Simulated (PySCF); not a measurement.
Species: (H2In-mu-PH2)2.
Bonds: In1–P4, In1–P8, P4–In5, In5–P8. Hydrogens: H2, H3 on In1; H9, H10 on P4; H6, H7 on In5; H11, H12 on P8.

Computed by this run: PySCF, PBE0-D3(BJ)/def2-SVP geometry optimisation, gas phase, def2 core potentials past Kr; density fitting, grid level 1; the optimiser is geomeTRIC in internal coordinates, started from a GFN2-xTB structure with every atom displaced at random (about 0.03 Å).

The end geometry, which sets the zero of energy:
```
atom  x, y, z in Å
In1    -1.7668   -0.1829   -0.9402
H2     -2.5720    1.3136   -1.2222
H3     -2.2429   -1.7910   -1.3315
P4     -0.7860   -0.1525    1.5198
In5     1.7793    0.1903    0.9458
H6      2.6056   -1.2922    1.2432
H7      2.2315    1.8066    1.3293
P8      0.8044    0.1239   -1.5153
H9     -1.3401    0.8326    2.3761
H10    -1.0583   -1.3051    2.2993
H11     1.1029    1.2586   -2.3097
H12     1.3578   -0.8847   -2.3437
```

Question: These geometries come from the run, each turned onto the end geometry. Order them by energy, lowest first.
A.
```
atom  x, y, z in Å
In1    -1.7542   -0.1917   -0.9244
H2     -2.5761    1.2918   -1.2288
H3     -2.2852   -1.7753   -1.3437
P4     -0.7806   -0.1510    1.5296
In5     1.7895    0.1935    0.9451
H6      2.6272   -1.2784    1.2523
H7      2.2710    1.7999    1.3379
P8      0.8071    0.1248   -1.5106
H9     -1.3662    0.8396    2.3576
H10    -1.0642   -1.3153    2.2859
H11     1.0839    1.2637   -2.3120
H12     1.3632   -0.8844   -2.3379
```
B.
```
atom  x, y, z in Å
In1    -1.7393   -0.2091   -0.9170
H2     -2.5830    1.2696   -1.2341
H3     -2.3119   -1.7766   -1.3546
P4     -0.7689   -0.1397    1.5360
In5     1.7848    0.1877    0.9390
H6      2.6382   -1.2785    1.2586
H7      2.2895    1.7873    1.3377
P8      0.8189    0.1360   -1.5154
H9     -1.3759    0.8300    2.3701
H10    -1.0883   -1.2928    2.2959
H11     1.0822    1.2805   -2.3189
H12     1.3692   -0.8772   -2.3464
```
C.
```
atom  x, y, z in Å
In1    -1.6954   -0.2515   -0.9222
H2     -2.6086    1.2564   -1.2555
H3     -2.3116   -1.7535   -1.3672
P4     -0.7025   -0.1270    1.5213
In5     1.7485    0.1665    0.9032
H6      2.5798   -1.2424    1.2475
H7      2.2779    1.7534    1.3350
P8      0.8500    0.1519   -1.5436
H9     -1.3716    0.8031    2.4484
H10    -1.1129   -1.2441    2.3350
H11     1.0907    1.2110   -2.2977
H12     1.3712   -0.8066   -2.3532
```
D.
```
atom  x, y, z in Å
In1    -1.7271   -0.2211   -0.9138
H2     -2.5757    1.2358   -1.2324
H3     -2.3339   -1.7801   -1.3649
P4     -0.7559   -0.1262    1.5377
In5     1.7749    0.1829    0.9304
H6      2.6400   -1.2866    1.2628
H7      2.2949    1.7769    1.3364
P8      0.8294    0.1497   -1.5232
H9     -1.3782    0.8175    2.3881
H10    -1.1115   -1.2617    2.3110
H11     1.0852    1.2932   -2.3239
H12     1.3733   -0.8631   -2.3572
```

Answer: A (0.005 eV), B (0.016 eV), D (0.046 eV), C (0.389 eV).

In the order of the answer:

| step | E above end (eV) | largest force (eV/Å) | rms force component (eV/Å) | rms distance from end (Å) | rms bond change (Å) | bond most changed (Å) |
| --- | --- | --- | --- | --- | --- | --- |
| 3 | 0.005 | 0.09 | 0.030 | 0.025 | 0.004 | In1–P4 -0.008 |
| 2 | 0.016 | 0.22 | 0.074 | 0.041 | 0.006 | In5–P8 -0.010 |
| 1 | 0.046 | 0.46 | 0.139 | 0.057 | 0.012 | P4–In5 -0.030 |
| 0 | 0.389 | 2.72 | 0.865 | 0.076 | 0.057 | P4–In5 -0.106 |

The cost below is that of the whole optimisation. On one thread of an Arm Neoverse V1 (shared host), this took 75 s wall and 0.53 GiB of memory at its peak.
